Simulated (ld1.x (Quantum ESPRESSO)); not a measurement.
LDA (PZ) ultrasoft dataset for nickel (Ni), fully relativistic all-electron reference.

Input for ld1.x (Quantum ESPRESSO) 7.5:

```
&input
   title='Ni', zed=28., rel=2, dft='PZ', iswitch=3,
   config='[Ar] 3d8 4s2 4p0', rel_dist='average',
   nld=5, rlderiv=2.35, eminld=-7.0, emaxld=5.0, deld=0.02
 /
 &inputp
   pseudotype=3, tm=.true., lloc=-1, rcloc=1.40,
   nlcc=.true., new_core_ps=.true., rcore=0.75,
   which_augfun='PSQ', rmatch_augfun_nc=.true.,
   file_pseudopw='Ni.UPF', file_wfcaegen='ae.wfc', file_wfcncgen='nc.wfc', file_beta='beta', file_chi='chi', file_wfcusgen='us.wfc'
 /
6
4S  1  0   2.00   0.00  1.65  2.15  0.0
4S  1  0   0.00  -0.10  1.65  2.15  0.0
3P  2  1   6.00   0.00  1.10  1.40  0.0
4P  3  1   0.00   0.00  1.10  1.40  0.0
3D  3  2   8.00   0.00  1.35  1.65  0.0
3D  3  2   0.00   3.00  1.35  1.65  0.0
 &test
   configts(1)='3p6 3d8 4s2 4p0'
 /
```

Command:

```bash
ld1.x < Ni.in > Ni.out
```

Resulting log (shortened: banner, matrices, multipoles, cross overlaps and the repeated all-electron block are left out):

```
Program LD1 v.7.5
     --------------------------- All-electron run ----------------------------

     Ni
     dirac relativistic calculation

     atomic number is 28.00
     dft =PZ   lsd =0 sic =0 latt =0  beta=0.20 tr2=1.0E-14
     Exchange-correlation= PZ
                           (   1   1   0   0   0   0   0)
     mesh =1195 r(mesh) =  98.77016 a.u. xmin = -7.00 dx = 0.01250
     1 Ry =  13.60569312 eV, c = 137.03599908

     n l j   nl                  e(Ry)          e(Ha)          e(eV)
     Spin orbit split results
     1 0 0.5 1S 1( 2.00)      -602.1855      -301.0927     -8193.1507
     2 0 0.5 2S 1( 2.00)       -71.9938       -35.9969      -979.5250
     2 1 0.5 2P 1( 2.00)       -62.8827       -31.4414      -855.5633
     2 1 1.5 2P 1( 4.00)       -61.6008       -30.8004      -838.1212
     3 0 0.5 3S 1( 2.00)        -8.1194        -4.0597      -110.4700
     3 1 0.5 3P 1( 2.00)        -5.3456        -2.6728       -72.7305
     3 1 1.5 3P 1( 4.00)        -5.1823        -2.5912       -70.5093
     3 2 1.5 3D 1( 3.20)        -0.6822        -0.3411        -9.2822
     3 2 2.5 3D 1( 4.80)        -0.6646        -0.3323        -9.0417
     4 0 0.5 4S 1( 2.00)        -0.4311        -0.2156        -5.8656
     4 1 0.5 4P 1( 0.00)        -0.1015        -0.0507        -1.3806
     4 1 1.5 4P 1( 0.00)        -0.0973        -0.0486        -1.3234
     Averaged results
     1 0     1S 1( 2.00)      -602.1855      -301.0927     -8193.1507
     2 0     2S 1( 2.00)       -71.9938       -35.9969      -979.5250
     2 1     2P 1( 6.00)       -62.0281       -31.0140      -843.9353
     3 0     3S 1( 2.00)        -8.1194        -4.0597      -110.4700
     3 1     3P 1( 6.00)        -5.2368        -2.6184       -71.2497
     3 2     3D 1( 8.00)        -0.6716        -0.3358        -9.1379
     4 0     4S 1( 2.00)        -0.4311        -0.2156        -5.8656
     4 1     4P 1( 0.00)        -0.0987        -0.0493        -1.3425

     final scf error:  4.3E-15 reached in  34 iterations

     Etot =   -3036.195636 Ry,   -1518.097818 Ha,  -41309.546079 eV

     Ekin =    3083.987544 Ry,    1541.993772 Ha,   41959.788120 eV
     Encl =   -7299.834414 Ry,   -3649.917207 Ha,  -99319.306890 eV
     Eh   =    1301.144289 Ry,     650.572145 Ha,   17702.969911 eV
     Exc  =    -121.493055 Ry,     -60.746527 Ha,   -1652.997221 eV

     normalization and overlap integrals

     s(1S/1S) =  1.000000  <r> =   0.0542  <r2> =    0.0039  r(max) =   0.0353
     s(2S/2S) =  1.000000  <r> =   0.2452  <r2> =    0.0710  r(max) =   0.2055
     s(2P/2P) =  1.000000  <r> =   0.2133  <r2> =    0.0560  r(max) =   0.1641
     s(2P/2P) =  1.000000  <r> =   0.2166  <r2> =    0.0575  r(max) =   0.1662
     s(3S/3S) =  1.000000  <r> =   0.7414  <r2> =    0.6357  r(max) =   0.6410
     s(3P/3P) =  1.000000  <r> =   0.7725  <r2> =    0.7058  r(max) =   0.6410
     s(3P/3P) =  1.000000  <r> =   0.7828  <r2> =    0.7248  r(max) =   0.6491
     s(3D/3D) =  1.000000  <r> =   1.0065  <r2> =    1.3749  r(max) =   0.6252
     s(3D/3D) =  1.000000  <r> =   1.0144  <r2> =    1.3986  r(max) =   0.6252
     s(4S/4S) =  1.000000  <r> =   2.7827  <r2> =    9.0548  r(max) =   2.2096
     s(4P/4P) =  1.000000  <r> =   4.1702  <r2> =   21.1093  r(max) =   3.0966
     s(4P/4P) =  1.000000  <r> =   4.2362  <r2> =   21.7853  r(max) =   3.1750

     ------------------------ End of All-electron run ------------------------

     --------------------- Generating US pseudopotential ---------------------

      Generating local potential from pseudized AE potential:
      Matching radius rcloc =   1.4000

      Local pseudo, rcloc= 1.409 Estimated cut-off energy=    12.49 Ry

      Computing core charge for nlcc:

       r > 0.75 : true rho core
      Core charge pseudized with two Bessel functions
      Integrated core pseudo-charge :   2.76

     Fully relativistic calculation: |psi|^2

     Wfc 4S LC norm =  0.99996489 SC norm =  0.00003221 missing  0.00000290

     Wfc 3P LC norm =  0.99962280 SC norm =  0.00037720 missing  0.00000001

     Wfc 3P LC norm =  0.99963070 SC norm =  0.00036928 missing  0.00000002

     Wfc 4P LC norm =  0.99998469 SC norm =  0.00001489 missing  0.00000042

     Wfc 4P LC norm =  0.99998516 SC norm =  0.00001092 missing  0.00000392

     Wfc 3D LC norm =  0.99975950 SC norm =  0.00024048 missing  0.00000002

     Wfc 3D LC norm =  0.99976193 SC norm =  0.00023717 missing  0.00000090
      Wfc-us  4S rcutus= 2.155  Estimated cut-off energy=     9.48 Ry
      Wfc-us  4S rcutus= 2.155  Estimated cut-off energy=     9.98 Ry
      Wfc-us  3P rcutus= 1.409  Estimated cut-off energy=    43.07 Ry
      Wfc-us  3P rcutus= 1.409  Estimated cut-off energy=    42.98 Ry
      Wfc-us  4P rcutus= 1.409  Estimated cut-off energy=    81.55 Ry
      Wfc-us  4P rcutus= 1.409  Estimated cut-off energy=    81.29 Ry
      Wfc-us  3D rcutus= 1.637  Estimated cut-off energy=    43.73 Ry
      Wfc-us  3D rcutus= 1.637  Estimated cut-off energy=    43.71 Ry
      Wfc-us  3D rcutus= 1.637  Estimated cut-off energy=    38.16 Ry
      Wfc-us  3D rcutus= 1.637  Estimated cut-off energy=    38.12 Ry

     Q pseudized with Bessel functions
     Expected ecutrho=     344.8860 due to l1=  1   l2=  2

     ------------------- End of pseudopotential generation -------------------

     Computing logarithmic derivative in   2.33746
     Computing logarithmic derivative in   2.33746
     Computing the partial wave expansion
     R is outside the sphere for l=    0 j= 0.50
     R is outside the sphere for l=    0 j= 0.50
     R is outside the sphere for l=    1 j= 0.50
     R is outside the sphere for l=    1 j= 0.50
     R is outside the sphere for l=    1 j= 1.50
     R is outside the sphere for l=    1 j= 1.50
     R is outside the sphere for l=    2 j= 1.50
     R is outside the sphere for l=    2 j= 1.50
     R is outside the sphere for l=    2 j= 2.50
     R is outside the sphere for l=    2 j= 2.50

     ---------------------- Testing the pseudopotential ----------------------

     Ni
     dirac relativistic calculation

     atomic number is 28.00   valence charge is 16.00
     dft =PZ   lsd =0 sic =0 latt =0  beta=0.20 tr2=1.0E-14
     mesh =1195 r(mesh) =  98.77016 xmin = -7.00 dx = 0.01250

     n l  j  nl             e AE (Ry)       e PS (Ry)    De AE-PS (Ry)
     2 1 0.5 3P   1( 2.00)       -5.34560       -5.34559       -0.00000
     2 1 1.5 3P   1( 4.00)       -5.18234       -5.18234       -0.00000
     3 2 1.5 3D   1( 3.20)       -0.68223       -0.68223       -0.00000
     3 2 2.5 3D   1( 4.80)       -0.66455       -0.66455        0.00000
     1 0 0.5 4S   1( 2.00)       -0.43111       -0.43111        0.00000
     3 1 0.5 4P   1( 0.00)       -0.10147       -0.10147       -0.00001
     3 1 1.5 4P   1( 0.00)       -0.09727       -0.09727       -0.00000

     eps = 2.3E-15  iter =  4

     Etot =   -3036.195636 Ry,   -1518.097818 Ha,  -41309.546079 eV
     Etotps =  -261.248454 Ry,    -130.624227 Ha,   -3554.466298 eV

     Ekin =      48.688408 Ry,      24.344204 Ha,     662.439538 eV
     Encl =    -539.256027 Ry,    -269.628013 Ha,   -7336.952016 eV
     Ehrt =     225.988506 Ry,     112.994253 Ha,    3074.730265 eV
     Ecxc =     -35.143095 Ry,     -17.571547 Ha,    -478.146162 eV
     (Ecc =      -4.061446 Ry,      -2.030723 Ha,     -55.258793 eV)
     Epseu=      38.473753 Ry,      19.236876 Ha,     523.462077 eV

     ---------------------- End of pseudopotential test ----------------------
```

Generation and configuration tests took about 2.4 s on one core of a shared server CPU.

Transferability test of the new file with ld1.x, input:

```
&input
   title='Ni', zed=28., rel=2, dft='PZ', iswitch=2,
   config='[Ar] 3d8 4s2 4p0', rel_dist='average'
 /
 &test
   file_pseudo='Ni.UPF', nconf=8,
   configts(1)='3p6 3d8 4s2 4p0',
   configts(2)='3p6 3d8 4s1 4p0',
   configts(3)='3p6 3d8 4s0 4p0',
   configts(4)='3p6 3d7 4s0 4p0',
   configts(5)='3p6 3d8 4s0 4p2',
   configts(6)='3p6 3d9 4s1 4p0',
   configts(7)='3p6 3d7 4s2 4p0',
   configts(8)='3p6 3d8 4s0 4p1'
 /
```

```bash
ld1.x < Ni.test.in > Ni.test.out
```

Pseudopotential blocks of its output, shortened (energy terms left out; the distinct warnings before each block abridged to one line each):

```
     ---------------------- Testing the pseudopotential ----------------------

     n l  j  nl             e AE (Ry)       e PS (Ry)    De AE-PS (Ry)
     2 1 0.5 3P   1( 2.00)       -5.34560       -5.34559       -0.00000
     2 1 1.5 3P   1( 4.00)       -5.18234       -5.18234       -0.00000
     3 2 1.5 3D   1( 3.20)       -0.68223       -0.68223       -0.00000
     3 2 2.5 3D   1( 4.80)       -0.66455       -0.66455        0.00000
     1 0 0.5 4S   1( 2.00)       -0.43111       -0.43111        0.00000
     3 1 0.5 4P   1( 0.00)       -0.10147       -0.10147       -0.00001
     3 1 1.5 4P   1( 0.00)       -0.09727       -0.09727       -0.00000

     eps = 2.3E-15  iter =  4

     Etot =   -3036.195636 Ry,   -1518.097818 Ha,  -41309.546079 eV
     Etotps =  -261.248454 Ry,    -130.624227 Ha,   -3554.466298 eV

     ---------------------- End of pseudopotential test ----------------------

          ---------------------- Testing the pseudopotential ----------------------

     n l  j  nl             e AE (Ry)       e PS (Ry)    De AE-PS (Ry)
     2 1 0.5 3P   1( 2.00)       -6.02158       -6.02108       -0.00050
     2 1 1.5 3P   1( 4.00)       -5.85858       -5.85813       -0.00045
     3 2 1.5 3D   1( 3.20)       -1.35282       -1.35321        0.00040
     3 2 2.5 3D   1( 4.80)       -1.33496       -1.33535        0.00039
     1 0 0.5 4S   1( 1.00)       -0.99306       -0.99328        0.00021
     3 1 0.5 4P   1( 0.00)       -0.57861       -0.57902        0.00041
     3 1 1.5 4P   1( 0.00)       -0.57058       -0.63733        0.06675  !

     eps = 7.8E-16  iter = 16

     Etot =   -3035.489980 Ry,   -1517.744990 Ha,  -41299.945142 eV
     Etotps =  -260.542707 Ry,    -130.271353 Ha,   -3544.864112 eV
     dEtot_ae =       0.705656 Ry
     dEtot_ps =       0.705748 Ry,   Delta E=      -0.000092 Ry

     ---------------------- End of pseudopotential test ----------------------

          Warning: n=3, l=1 expected 1 nodes, found 2
     ---------------------- Testing the pseudopotential ----------------------

     n l  j  nl             e AE (Ry)       e PS (Ry)    De AE-PS (Ry)
     2 1 0.5 3P   1( 2.00)       -6.79996       -6.79899       -0.00097
     2 1 1.5 3P   1( 4.00)       -6.63722       -6.63635       -0.00087
     3 2 1.5 3D   1( 3.20)       -2.12067       -2.12193        0.00126
     3 2 2.5 3D   1( 4.80)       -2.10253       -2.10378        0.00124
     1 0 0.5 4S   1( 0.00)       -1.60519       -1.60614        0.00094
     3 1 0.5 4P   1( 0.00)       -1.11472       -1.11620        0.00148
     3 1 1.5 4P   1( 0.00)       -1.10268       -1.43348        0.33080  !

     eps = 6.2E-16  iter = 27

     Etot =   -3034.192027 Ry,   -1517.096013 Ha,  -41282.285593 eV
     Etotps =  -259.244228 Ry,    -129.622114 Ha,   -3527.197416 eV
     dEtot_ae =       2.003609 Ry
     dEtot_ps =       2.004226 Ry,   Delta E=      -0.000617 Ry

     ---------------------- End of pseudopotential test ----------------------

          ---------------------- Testing the pseudopotential ----------------------

     n l  j  nl             e AE (Ry)       e PS (Ry)    De AE-PS (Ry)
     2 1 0.5 3P   1( 2.00)       -8.24134       -8.24786        0.00652  !
     2 1 1.5 3P   1( 4.00)       -8.07499       -8.08099        0.00600  !
     3 2 1.5 3D   1( 2.80)       -3.49445       -3.49848        0.00402
     3 2 2.5 3D   1( 4.20)       -3.47441       -3.47845        0.00404
     1 0 0.5 4S   1( 0.00)       -2.46598       -2.47665        0.01067  !
     3 1 0.5 4P   1( 0.00)       -1.87832       -1.87455       -0.00377
     3 1 1.5 4P   1( 0.00)       -1.86048       -1.68834       -0.17215  !

     eps = 6.5E-15  iter = 23

     Etot =   -3031.413948 Ry,   -1515.706974 Ha,  -41244.487902 eV
     Etotps =  -256.465389 Ry,    -128.232695 Ha,   -3489.389380 eV
     dEtot_ae =       4.781688 Ry
     dEtot_ps =       4.783065 Ry,   Delta E=      -0.001377 Ry

     ---------------------- End of pseudopotential test ----------------------
```

The test run then stopped with an error in chargeps: “negative rho”.
